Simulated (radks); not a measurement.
Initial-state core-level shifts of neutral barium when its valence configuration changes from [Xe] 6s2. Method: scalar-relativistic Kohn-Sham, BLYP, spin-polarised, spherical densities, point nucleus; open shells are filled with parallel spins first (spin-orbit coupling, left out, can overturn this in heavy ions); computed with a radial shooting solver on a logarithmic mesh with Libxc functionals. Shifts are changes of the shell-averaged eigenvalues in eV (positive: less bound).

| valence | 1s | 3d | 4p | 5p |
|---|---|---|---|---|
| 5d1 6s1 | +1.285 | +1.347 | +1.335 | +1.218 |
| 5d2 | +2.050 | +2.164 | +2.149 | +1.972 |
| 5d0.5 6s1.5 | +0.685 | +0.719 | +0.711 | +0.641 |
| 6s1 6p1 | -1.054 | -1.058 | -1.055 | -0.998 |
